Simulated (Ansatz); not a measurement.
Ansatz (a first-principles code) input for Se(Cl)(OMe) (CH3ClOSe), SMILES Cl[Se]OC, CAM-B3LYP/def2-SVPD. Geometry optimised at PBE0-D3(BJ)/def2-SVP. The values are those of a single conformer.

Ansatz 0.2 input:
```yaml
crystal:
  periodic: [false, false, false]
  atoms:
    - {symbol: Se, position_ang: [-0.01182915, -0.29064174, 0.69052192]}
    - {symbol: Cl, position_ang: [-1.25494180, 1.25325630, -0.25258502]}
    - {symbol: O, position_ang: [1.38588014, -0.31854884, -0.40249663]}
    - {symbol: C, position_ang: [1.19374030, -0.93469007, -1.66146277]}
    - {symbol: H, position_ang: [0.48862084, -0.35470929, -2.27972050]}
    - {symbol: H, position_ang: [2.17725690, -0.94445157, -2.15290013]}
    - {symbol: H, position_ang: [0.82084095, -1.96784616, -1.56242972]}
basis:
  gaussian:
    orbitals: def2-SVPD
hamiltonian:
  xc: {name: CAM-B3LYP}
```

Program output:

```
WARN ansatz: RAYON_NUM_THREADS=1 ignored (pool sized by the plan → 1); use --threads N
Functional definition: CAM-B3LYP
integrals: 0.10 GiB planned
1289 factors; their error is unknown
integrals: 0.12 GiB planned
442 factors; integrals over basis functions are off by at most 2.3e-5 eV
mean field: 0.86 GiB planned
mean field evaluation 1: about -80989.4156 eV, gradient 4.2e1 eV
mean field evaluation 2: about -80984.1114 eV, gradient 6.8e1 eV
mean field evaluation 4: about -80992.8598 eV, gradient 2.7e0 eV
mean field evaluation 8: about -80992.8788 eV, gradient 4.2e-2 eV
mean field evaluation 16: about -80993.0592 eV, gradient 1.3e-4 eV
mean field -80993.05921609 eV, -2976.4400271241 hartree, gradient 5.1e-5 eV, S^2 0.000000; 0 other end points of the search recorded, 0 dependent functions left out
reference -80993.05934224 eV, -2976.4400317599 hartree; 34, 34 occupied and 101, 101 virtual orbitals, 1289 factors
Total energy: -80993.05934224 eV, -2976.4400317599 hartree
```

Self-consistency was reached.
